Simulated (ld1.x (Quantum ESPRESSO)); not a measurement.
**mercury (Hg): one change to a TM potential, before and after**

- Element: mercury
- Generator: ld1.x (Quantum ESPRESSO) 7.5
- Type: norm-conserving Troullier–Martins (Kleinman–Bylander form)
- Functional: LDA (PZ)
- Relativity: scalar-relativistic
- Frozen core: [Xe] 4f14
- Valence charge: 12
- Reference configuration: 5d10 6s2 6p0
- Partial waves: 6s (bound): rc 1.60 bohr; 6p (bound, empty): rc 2.85 bohr; 5d (bound): rc 1.80 bohr
- Local potential: all-electron potential smoothed inside 2.05 bohr (lloc = -1)
- Core correction: none

All-electron outer shells of the reference configuration (LDA (PZ), scalar-relativistic, ld1.x):

| shell | level (eV) | outermost node (bohr) | outermost maximum (bohr) |
| --- | --- | --- | --- |
| 4f | -96.34 | – | 0.37 |
| 5p | -66.76 | 0.51 | 0.92 |
| 5d | -10.07 | 0.55 | 1.17 |
| 6s | -7.13 | 1.08 | 2.21 |
| 6p | -1.19 | 1.27 | 3.26 |

Change: wave 6s (bound): rc 1.60 bohr becomes 6s (bound): rc 1.36 bohr.

Cutoffs: the cutoffs (Ry, on a coarse ladder) from which the occupation-weighted sum of valence levels, in a spherical-Bessel basis at the reference potential, stays within 10 and 1 mRy of its value at 400 Ry; they do not see the model core or the augmentation charge, which bear on the density cutoff. Errors are all-electron minus pseudo energies relative to the spin-unpolarised reference configuration.

**Question.** How do hardness, ghosts and transferability respond?

**Answer.** The potential gets harder (50 Ry and 120 Ry → 140 Ry and 300 Ry); both files keep a bound ghost (s); the number of tests that count goes from 9 to 8; of the 8 tests that both files solve, the error grows in 6 and shrinks in 2 by more than 15 % and 0.3 meV (median size 9.2 → 70.4 meV). A smaller radius makes the pseudo-wave follow the all-electron one further in, where it bends more sharply, so more plane waves are needed.

```csv
quantity,base,changed
"cutoff, loose",50 Ry,140 Ry
"cutoff, tight",120 Ry,300 Ry
loose cutoff by channel (10 mRy a level),"s 30 Ry, d 40 Ry","s 120 Ry, d 40 Ry"
bound ghosts,s,s
"tests counted (converged, no solver errors)",9 of 9,8 of 9
"error for 5d10 6s1 6p0, meV [ΔE 11.05 eV]",-4.3,+14
"error for 5d10 6s0 6p0, meV [ΔE 30.44 eV]",+33,+157
"error for 5d9 6s0 6p0, meV [ΔE 66.26 eV]",+11,+106
"error for 5d10 6s1.5 6p0, meV [ΔE 4.53 eV]",-2.8,+1.1
"error for 5d10 6s1 6p1, meV [ΔE 6.16 eV]",+2.9,+19
"error for 5d8 6s0 6p0, meV [ΔE 116.29 eV]",-123,-72
"error for 5d10 6s1 6p0 (spin-polarised), meV [ΔE 10.89 eV]",+7.7,+69
"error for 5d9 6s0 6p0 (spin-polarised), meV [ΔE 66.10 eV]",+111,+206
s: phases at 3.12 bohr within 0.05 rad from the reference energy up to (Ry; the scan ends near 5),1.6,1.6
p: phases at 3.12 bohr within 0.05 rad from the reference energy up to (Ry; the scan ends near 5),1.1,1.1
d: phases at 3.12 bohr within 0.05 rad from the reference energy up to (Ry; the scan ends near 5),to the end of the scan,to the end of the scan
```

Changed file: Tests not counted: 5d9 6s2 6p1 (solver errors, printed error -1097 eV). These tests converged, but a pseudo level misses the all-electron one widely, so the file describes the atom poorly there or has found another state: 5d8 6s0 6p0: empty 6s by 6.2 eV. A true bound ghost makes a file unfit for plane-wave use even where its test errors are small: the radial tests pick states by their node count and pass the ghost by. Where a test does run into it, the solver fails or the error is huge.
